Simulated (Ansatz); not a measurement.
The lowest singlet and triplet of PH (SMILES [PH]); geometries from B3LYP-D3(BJ)/def2-TZVP, each state relaxed from the structure named, with no frequency check, low spin by broken symmetry.
Singlet (charge 0, multiplicity 1):
```json
[
 {"atom": "P", "x (Å)": "0.0000", "y (Å)": "0.0000", "z (Å)": "-0.0893"},
 {"atom": "H", "x (Å)": "0.0000", "y (Å)": "0.0000", "z (Å)": "1.3396"}
]
```
Triplet (charge 0, multiplicity 3):
```xyz
2

P      0.0000     0.0000    -0.0893
H      0.0000     0.0000     1.3392
```

A positive gap puts the triplet lower; no zero-point energy. R- takes a restricted singlet, here one determinant of a half-filled degenerate or near-degenerate pair, which mixes singlet states. The triplet is unrestricted in single-reference levels.

Cores are frozen in the correlated methods.

Codes used: Ansatz (a quantum-chemistry and plane-wave program). Values without a source in brackets are computed.

One of these levels gives 22.17 kcal/mol for the gap E(singlet) − E(triplet), adiabatic. Name it.
A) R-CCSD(T)/cc-pV(Q+d)Z
B) R-wB97X-V/def2-TZVPP
C) R-CCSDT(Q)/cc-pV(Q+d)Z

C, R-CCSDT(Q)/cc-pV(Q+d)Z. The others give 29.79 (R-wB97X-V/def2-TZVPP), 27.10 (R-CCSD(T)/cc-pV(Q+d)Z)

Doubts at one or more of the structures used: a restricted determinant that unrestricted orbitals would lower (R-wB97X-V/def2-TZVPP, R-CCSD(T)/cc-pV(Q+d)Z, R-CCSDT(Q)/cc-pV(Q+d)Z); other coupled-cluster roots lie near (R-CCSDT(Q)/cc-pV(Q+d)Z).
